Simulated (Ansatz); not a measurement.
Stepwise reaction of `[OH][Hf]([F])([F])[SeH]` with hydrogen chloride, as a gas-phase model of exchange steps in deposition or etching. ΔE in kJ/mol.

Gas-phase electronic energies from Ansatz, PBE0-D4/def2-TZVP geometries. CCSD(T)/CBS is the MP2 limit (def2-TZVPP, def2-QZVPP) plus CCSD(T) − MP2 in def2-TZVPP, frozen cores. This one scheme is used for every species. Functionals use def2-TZVPP. B3LYP here is the variant with VWN-RPA as its local correlation; programs differ in this. def2 core potentials past Kr. For Hf, Se outer-core shells are correlated without core-valence functions, which leaves a few kJ/mol of doubt a bond. Scalar relativity is left out up to krypton. One conformer a species, not always the lowest.

| step | reaction | PBE-D4 | B3LYP-D4 | ωB97M-V | CCSD(T)/CBS |
| --- | --- | --- | --- | --- | --- |
| 1 | `[OH][Hf]([F])([F])[SeH]` + HCl → `[OH][Hf]([F])([Cl])[SeH]` + H–F | 16.9 | 17.4 | 17.2 | 8.0 |
| 2 | `[OH][Hf]([F])([Cl])[SeH]` + HCl → `[OH][Hf]([Cl])([Cl])[SeH]` + H–F | 21.9 | 22.7 | 22.9 | 12.8 |

**Question.** By hand: ΔE of the 2 steps together at CCSD(T)/CBS.

**Answer.** (8.0) + (12.8) = 20.8 kJ/mol, or 10.4 kJ/mol a step.

In ΔE the steps differ by no more than 4.8 kJ/mol. All are uphill at CCSD(T)/CBS. PBE-D4 differs from CCSD(T)/CBS by 8.9 to 9.1 kJ/mol a step. Only this route is followed, and other bonds may react first. Isolated molecules leave out the surface, adducts and barriers. Largest T1 diagnostic: 0.015.
